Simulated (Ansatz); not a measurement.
The molecule NaB, multiplicity 3 (lowest of 2S+1 = 1, 3 at CCSD(T)/def2-TZVPP on PBE0 minima; our sources give no spin for the ground state, which may be another).

Seven points along R, fitted to fifth degree in 1/R; most abundant isotopes. In def2 and cc sets the state is the lowest found near the PBE0 minimum, followed along R.

Correlated levels freeze the inner cores; with def2 sets outer-core shells near the valence are correlated too.

Codes used: Ansatz (a program for electronic structure) with Gaussian orbitals. Each number belongs to the level named beside it.

Energies at CCSD/def2-QZVPP:

```tsv
R (Å)	E (hartree)
2.312636	-186.67730538
2.374804	-186.67853116
2.431998	-186.67907564
2.496653	-186.67914822
2.561307	-186.67876521
2.635908	-186.67789623
2.722943	-186.67647735
```

With a reduced mass of 7.4444 u, find the minimum, the force constant and the constants.

A fifth-degree polynomial in 1/R puts the minimum at r_e = 2.4729 Å with force constant 51.9 N/m. Then ω_e = (1/2πc)√(k/μ) = 344 cm⁻¹ and B_e = h/(8π²cμr_e²) = 0.3703 cm⁻¹; the cubic and quartic terms give α_e = 0.0051 and ω_e x_e = 4.2 cm⁻¹.
